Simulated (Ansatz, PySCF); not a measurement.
Gas-phase reaction (SMILES): [CH3][Al]([CH3])[Cl] + N (NH3) -> [CH3][Al]([CH3])[NH2] + Cl (HCl); ammonia cleaves one Al-Cl bond, a model of a ligand-exchange step.

Each molecule is optimised on its own at B3LYP-D3(BJ)/def2-TZVP (Ansatz, an electronic-structure program), one conformer each, not searched for the lowest. Cores are frozen in the correlated levels unless marked. Spin-orbit coupling is left out. Non-relativistic. CBS marks a two-point X^-3 extrapolation of the correlation energy; Hartree-Fock from the larger set. Thermal terms are rigid-rotor harmonic-oscillator values from B3LYP-D3(BJ) frequencies (Ansatz or PySCF) at 298.15 K and 1 atm. 1 Eh = 627.5095 kcal/mol.

```
species                E, CCSD(T)/CBS(aug-cc-pV(T+d)Z,aug-cc-pV(Q+d)Z) (Ansatz) (Eh)  E, PBE/def2-TZVPD (Ansatz) (Eh)  H - E (Eh)
---------------------  -------------------------------------------------------------  -------------------------------  ----------
[CH3][Al]([CH3])[Cl]                                                      -781.59154                       -782.14834     0.08066
N (NH3)                                                                    -56.50411                        -56.51037     0.03799
[CH3][Al]([CH3])[NH2]                                                     -377.68655                       -378.00000     0.10523
Cl (HCl)                                                                  -460.37804                       -460.62833     0.01000
```

### Question
Work out ΔE and ΔH at 298.15 K at the first level, then ΔH at the second.

### Answer

1. ΔE = [(-377.68655) + (-460.37804)] - [(-781.59154) + (-56.50411)] = 0.03106 Eh = 19.5 kcal/mol at CCSD(T)/CBS(aug-cc-pV(T+d)Z,aug-cc-pV(Q+d)Z).
2. The terms H - E add up to -0.00342 Eh, so ΔH = (0.03106 + (-0.00342))×627.5095 = 17.3 kcal/mol.
3. At PBE/def2-TZVPD the same steps give ΔE = 19.1 and ΔH = 16.9 kcal/mol, a shift of -0.4 from the first level.
4. These values are not checked against measurement here, since the tables used lack a sound gas-phase enthalpy of formation for at least one species.
